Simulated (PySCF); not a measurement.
vinyl fluoride (C2H3F), singlet, geometry from GFN2-xTB; B3LYP/6-31G* in PySCF.

Here is a job for PySCF.
```python
from pyscf import gto, scf, dft

mol = gto.Mole()
mol.atom = '''
    C    -0.00023788    0.43449972    0.00081824
    C     1.18088301   -0.14251782   -0.00743430
    F    -1.13849945   -0.27602062    0.00639030
    H    -0.19582915    1.49728660    0.00400312
    H     1.28183807   -1.21329030   -0.01005988
    H     2.07661539    0.44829788   -0.01175956
'''
mol.basis = '6-31g*'
mol.verbose = 4
mol.build()

mf = dft.RKS(mol)
mf.xc = 'b3lyp'
mf.kernel()
```

The log (banner, timings and long lists left out):

```
PySCF version 2.14.0

[INPUT] verbose = 4
[INPUT] num. atoms = 6
[INPUT] num. electrons = 24
[INPUT] charge = 0
[INPUT] spin (= nelec alpha-beta = 2S) = 0
[INPUT] symmetry False subgroup None
[INPUT] Mole.unit = angstrom
[INPUT] Symbol           X                Y                Z      unit          X                Y                Z       unit  Magmom
[INPUT]  1 C     -0.000237880000   0.434499720000   0.000818240000 AA   -0.000449528051   0.821085472000   0.001546249504 Bohr   0.0
[INPUT]  2 C      1.180883010000  -0.142517820000  -0.007434300000 AA    2.231545474052  -0.269319647670  -0.014048790928 Bohr   0.0
[INPUT]  3 F     -1.138499450000  -0.276020620000   0.006390300000 AA   -2.151452153468  -0.521603376533   0.012075916854 Bohr   0.0
[INPUT]  4 H     -0.195829150000   1.497286600000   0.004003120000 AA   -0.370063460706   2.829461603981   0.007564800444 Bohr   0.0
[INPUT]  5 H      1.281838070000  -1.213290300000  -0.010059880000 AA    2.422322888341  -2.292786376591  -0.019010418046 Bohr   0.0
[INPUT]  6 H      2.076615390000   0.448297880000  -0.011759560000 AA    3.924234353157   0.847160215423  -0.022222347745 Bohr   0.0

nuclear repulsion = 67.7906946696571
number of shells = 24
number of NR pGTOs = 93
number of NR cGTOs = 48
basis = 6-31g*
ecp = {}

******** <class 'pyscf.dft.rks.RKS'> ********
method = RKS
initial guess = minao
damping factor = 0
level_shift factor = 0
DIIS = <class 'pyscf.scf.diis.CDIIS'>
diis_start_cycle = 1
diis_space = 8
diis_damp = 0
SCF conv_tol = 1e-09
SCF conv_tol_grad = None
SCF max_cycles = 50
direct_scf = True
direct_scf_tol = 1e-13
XC library pyscf.dft.libxc version 7.1.2
    S. Lehtola, C. Steigemann, M. J. T. Oliveira, and M. A. L. Marques,  SoftwareX 7, 1–5 (2018)
XC functionals = b3lyp
    P. J. Stephens, F. J. Devlin, C. F. Chabalowski, and M. J. Frisch,  J. Phys. Chem. 98, 11623 (1994)
radial grids:
    Treutler-Ahlrichs [JCP 102, 346 (1995); DOI:10.1063/1.469408] (M4) radial grids

becke partition: Becke, JCP 88, 2547 (1988); DOI:10.1063/1.454033
pruning grids: <function nwchem_prune>
grids dens level: 3
symmetrized grids: False
atomic radii adjust function: <function treutler_atomic_radii_adjust>
small_rho_cutoff = 0
Set gradient conv threshold to 3.16228e-05
Initial guess from minao.
tot grids = 71928
init E= -178.039064838628
  HOMO = -0.30336128164939  LUMO = -0.0462626417938048  gap/eV = 6.99601
cycle= 1 E= -177.767207017957  delta_E= 0.272  |g|= 0.508  |ddm|= 2.18
  HOMO = -0.209636674682363  LUMO = 0.0516047633064161  gap/eV = 7.10874
cycle= 2 E= -177.726426057123  delta_E= 0.0408  |g|= 0.701  |ddm|= 0.867
  HOMO = -0.250373157607513  LUMO = 0.0343531170184206  gap/eV = 7.74780
cycle= 3 E= -177.815164549726  delta_E= -0.0887  |g|= 0.0737  |ddm|= 0.509
  HOMO = -0.262742490595231  LUMO = 0.0224855374940622  gap/eV = 7.76145
cycle= 4 E= -177.816516401623  delta_E= -0.00135  |g|= 0.0185  |ddm|= 0.0801
  HOMO = -0.261038455122264  LUMO = 0.0244816632111777  gap/eV = 7.76940
cycle= 5 E= -177.81658292273  delta_E= -6.65e-05  |g|= 0.00893  |ddm|= 0.021
  HOMO = -0.260546781102967  LUMO = 0.0249686105925671  gap/eV = 7.76927
cycle= 6 E= -177.816599716361  delta_E= -1.68e-05  |g|= 0.00221  |ddm|= 0.00923
  HOMO = -0.260731868108507  LUMO = 0.0248109252680973  gap/eV = 7.77002
cycle= 7 E= -177.816600917194  delta_E= -1.2e-06  |g|= 0.000128  |ddm|= 0.00176
  HOMO = -0.260731981053377  LUMO = 0.0248110342970098  gap/eV = 7.77002
cycle= 8 E= -177.816600920987  delta_E= -3.79e-09  |g|= 2.99e-05  |ddm|= 0.000121
  HOMO = -0.260732795145542  LUMO = 0.0248102301313327  gap/eV = 7.77002
cycle= 9 E= -177.816600921211  delta_E= -2.24e-10  |g|= 3.72e-06  |ddm|= 3.01e-05
  HOMO = -0.260732842361113  LUMO = 0.0248101424556713  gap/eV = 7.77002
Extra cycle  E= -177.816600921205  delta_E= 6.31e-12  |g|= 6e-06  |ddm|= 8.98e-06
converged SCF energy = -177.816600921205
```
